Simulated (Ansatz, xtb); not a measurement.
## C3H7BO: which of two structures lies lower

Structure a is a singlet given by its coordinates and structure b is `OB1CCC1`, a singlet. Both are isolated molecules in the gas phase, relaxed with B3LYP-D3(BJ)/def2-SVP; the shapes shown needn't be the lowest conformers.

a (Å):

```xyz
12

C    -0.2425    1.6831    1.3022
C    -0.6504    1.1510   -0.0901
C     0.5344    0.2700   -0.5164
B     0.7801    0.5653    1.7580
O     1.1545   -0.1915    0.6996
H     1.2561    0.3368    2.8412
H     0.3054    2.6432    1.2285
H    -1.0919    1.8649    1.9779
H    -0.8641    1.9359   -0.8321
H     0.2454   -0.6057   -1.1170
H    -1.5582    0.5318   -0.0007
H     1.2884    0.8389   -1.0883
```

Close contacts (Å): C1–C2 1.55, C1–B4 1.58, C2–C3 1.54, C3–O5 1.44, B4–O5 1.35, C1–H7 1.11, C1–H8 1.10, C2–H9 1.10, C2–H11 1.10, C3–H10 1.10, C3–H12 1.10, B4–H6 1.21.

b (Å):

```
atom    x (Å)    y (Å)    z (Å)
   C   0.1927   1.3157   0.3580
   C   1.6335   0.7383   0.5753
   C   1.3470  -0.5865  -0.2091
   B  -0.1752  -0.1699  -0.0811
   O  -1.3087  -0.8993  -0.1462
   H  -2.1011  -0.3848   0.0587
   H  -0.2982   1.7999   1.2179
   H   0.1668   2.0232  -0.4894
   H   1.8252   0.5392   1.6413
   H   2.4601   1.3582   0.1931
   H   1.7064  -1.5303   0.2295
   H   1.7163  -0.5306  -1.2478
```

Quicker runs give these differences E(b) − E(a): GFN2-xTB +0.948 eV; HF/STO-3G +1.083 eV (at GFN2-xTB geometries); r2SCAN-D4/def2-SVP +0.255 eV (at GFN2-xTB geometries).

Problem. Estimate E(b) − E(a) at the level CCSD(T)/def2-SVP + ΔMP2/def2-TZVPP.

Solution. Calculated at CCSD(T)/def2-SVP + ΔMP2/def2-TZVPP: E(b) − E(a) = +0.234 eV, so structure a lies lower.

Level by level:

```json
{"level": "GFN2-xTB", "geometry": "GFN2-xTB", "E(b) − E(a) (eV)": "+0.948", "departure from the last row (eV)": "+0.714", "job, with rough time for the two": "optimisation, 2 s"}
{"level": "HF/STO-3G", "geometry": "GFN2-xTB", "E(b) − E(a) (eV)": "+1.083", "departure from the last row (eV)": "+0.849", "job, with rough time for the two": "single point, 1.6 s"}
{"level": "r2SCAN-D4/def2-SVP", "geometry": "GFN2-xTB", "E(b) − E(a) (eV)": "+0.255", "departure from the last row (eV)": "+0.021", "job, with rough time for the two": "single point, 7.5 s"}
{"level": "B3LYP-D3(BJ)/def2-SVP", "geometry": "B3LYP-D3(BJ)/def2-SVP", "E(b) − E(a) (eV)": "+0.281", "departure from the last row (eV)": "+0.046", "job, with rough time for the two": "optimisation, 3 min"}
{"level": "HF/def2-SVP", "geometry": "B3LYP-D3(BJ)/def2-SVP", "E(b) − E(a) (eV)": "+0.323", "departure from the last row (eV)": "+0.089", "job, with rough time for the two": "part of the CCSD(T) run"}
{"level": "MP2/def2-SVP", "geometry": "B3LYP-D3(BJ)/def2-SVP", "E(b) − E(a) (eV)": "+0.204", "departure from the last row (eV)": "−0.030", "job, with rough time for the two": "part of the CCSD(T) run"}
{"level": "CCSD(T)/def2-SVP", "geometry": "B3LYP-D3(BJ)/def2-SVP", "E(b) − E(a) (eV)": "+0.277", "departure from the last row (eV)": "+0.043", "job, with rough time for the two": "single point"}
{"level": "CCSD(T)/def2-SVP + ΔMP2/def2-TZVPP", "geometry": "B3LYP-D3(BJ)/def2-SVP", "E(b) − E(a) (eV)": "+0.234", "departure from the last row (eV)": "", "job, with rough time for the two": "single point, 86 s"}
```

None of the levels shown reverses the order. The largest departure from CCSD(T)/def2-SVP + ΔMP2/def2-TZVPP is that of HF/STO-3G, 0.849 eV. The last row adds to CCSD(T) the change of the MP2 difference between the two basis sets, here −0.043 eV.

With harmonic frequencies from B3LYP-D3(BJ)/def2-SVP (ideal gas, rigid rotor, one conformer each, 298.15 K, 1 atm): the zero-point term adds −0.035 eV; ΔH is +0.218 and ΔG +0.172 eV.

The correlated steps freeze 5 core orbitals. Codes used: Ansatz 0.2.0, xtb 6.7.1; the last row on 2 threads of Intel(R) Xeon(R) Processor @ 2.50GHz (Skylake/Cascade Lake) on a shared host.
